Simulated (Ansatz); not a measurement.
`[O]1[SiH2][GaH]1` at its PBE0-D4/def2-TZVP geometry, where that method's forces vanish. The species carries charge 0 and has multiplicity 1.

| atom | x (Å) | y (Å) | z (Å) |
| --- | --- | --- | --- |
| O1 | 0.3884 | -0.8776 | 0.6349 |
| Si2 | 0.2921 | 0.7504 | 0.4226 |
| Ga3 | -0.6460 | -0.7799 | -0.9687 |
| H4 | 1.5497 | 1.4834 | 0.1135 |
| H5 | -0.4789 | 1.5345 | 1.4251 |
| H6 | -1.1053 | -2.1108 | -1.6274 |

(1) For each bond, give half the difference of the two atoms' forces along it (eV/Å; positive pushes the atoms apart) under PBE-D4, r2SCAN-D4, B3LYP-D4, ωB97M-V in def2-TZVPP. (An estimate is asked.)

Results:

(1) Ansatz gave: 
```tsv
bond	length (Å)	PBE-D4	r2SCAN-D4	B3LYP-D4	ωB97M-V
O1–Si2	1.645	0.65	0.14	0.14	0.00
O1–Ga3	1.911	0.49	0.08	0.28	0.02
Si2–Ga3	2.271	0.27	0.06	0.30	0.12
Si2–H4	1.488	-0.03	-0.03	-0.13	-0.13
Si2–H5	1.488	-0.03	-0.03	-0.13	-0.13
Ga3–H6	1.554	-0.02	-0.09	-0.12	-0.14
```

B3LYP here is the variant with VWN-RPA as its local correlation; programs differ in this.
